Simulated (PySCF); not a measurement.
CdI2, SMILES [I][Cd][I]. Atoms are numbered in the order given.

```xyz
3

Cd     0.0000     0.0000     0.0000
I      0.0000     0.0000    -2.5921
I      0.0000     0.0000     2.5921
```
Charge 0, spin multiplicity 1.

Geometry: r2SCAN-D4/def2-SVP. The isomer is the one that the SMILES or the coordinates give; other isomers of the formula were not compared. The def2 effective core potentials stand for the cores of Cd, I; spin–orbit coupling is left out.

These are PBE/def2-TZVPD run with PySCF values and carry that method's errors.

Mulliken values depend strongly on the basis, most of all with diffuse functions as here. ESP charges are fitted to the potential on shells at 1.4 to 2.0 van der Waals radii. Atomic charges (e):

```tsv
atom	Mulliken	ESP fit
Cd1	0.48	0.41
I2	-0.24	-0.21
I3	-0.24	-0.21
```
